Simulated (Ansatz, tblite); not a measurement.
Cost and result up the ladder for Ga₃H₂ (5 atoms). Charge 0, multiplicity 2. Geometry: r2SCAN-D4/def2-SVP.

Cartesian coordinates in Å:
```
Ga -0.353 1.003 -0.852
Ga 1.667 -0.311 -1.151
Ga 0.417 -1.015 0.808
H -0.156 -1.694 2.126
H -1.574 2.018 -0.932
```

Ansatz on 4 threads of Arm Neoverse V2 on a shared host; xTB runs through tblite on one thread. Times are rough, summed over both states, and most runs start from the orbitals of an earlier one. PBE-QIDH/def2-TZVP serves as the yardstick here, not as an exact answer. Differences are given only for rows in sets of like size (and for xTB, whose basis is part of the method), since another set adds its own error. The other state is a quartet at its own geometry.

The xTB rows come from tblite. B3LYP takes the VWN-RPA correlation. Correlated methods freeze 27 core orbitals; core or outer-core shells of Ga are correlated, in sets that lack core-valence functions. The rows differ in basis, and correlated rows in double-zeta sets carry the largest basis error. The structure comes from a short search, and lower isomers may exist.

Run but left out: HF/STO-3G (doublet: ⟨S²⟩ 3.29, where a pure state has 0.75).

Correlated methods converge slowly with the basis, most of all in double-zeta sets (MP2 moves by 0.05 eV from def2-SVP to def2-TZVP here).

xTB has no spin-polarisation term.

```
                            level  functions  quartet − doublet (eV)  difference from PBE-QIDH/def2-TZVP (eV)                                  remarks
r2SCAN-D4/def2-TZVP (with forces)        156                    0.74                                    -0.03                                        –
               PBE-QIDH/def2-TZVP        156                    0.77                                     0.00                                        –
                 PBE-D4/def2-TZVP        156                    0.87                                     0.10                                        –
               B3LYP-D4/def2-TZVP        156                    0.92                                     0.15                                        –
                         GFN2-xTB         29                    2.65                                     1.87                                        –
                PBE0-D4/def2-TZVP        156                    0.76                                    -0.01                                        –
                         GFN1-xTB         31                    2.75                                     1.98                                        –
                    MP2/def2-TZVP        156                    0.79                                     0.02  spin-contaminated (⟨S²⟩ 0.90) (doublet)
                 CCSD(T)/def2-SVP        106                    0.78                                        –  spin-contaminated (⟨S²⟩ 0.89) (doublet)
            LDA (SPW92)/def2-TZVP        156                    0.98                                     0.21                                        –
             r2SCAN0-D4/def2-TZVP        156                    0.66                                    -0.11                                        –
                RPA@PBE/def2-TZVP        156                    0.86                                     0.09                                        –
                     HF/def2-TZVP        156                    0.15                                    -0.62  spin-contaminated (⟨S²⟩ 0.90) (doublet)
```

Problem. Estimate how long each takes.

Solution. GFN2-xTB 0.004 s; GFN1-xTB 0.006 s; LDA (SPW92)/def2-TZVP 2.2 s; PBE-D4/def2-TZVP 4.8 s; HF/def2-TZVP 6 s; RPA@PBE/def2-TZVP 7 s; MP2/def2-TZVP 7.1 s; B3LYP-D4/def2-TZVP 8.2 s; PBE0-D4/def2-TZVP 9.1 s; PBE-QIDH/def2-TZVP 13 s; r2SCAN-D4/def2-TZVP (with forces) 14 s; r2SCAN0-D4/def2-TZVP 18 s; CCSD(T)/def2-SVP 36 s. On shared hardware such times vary by a factor of up to 3.
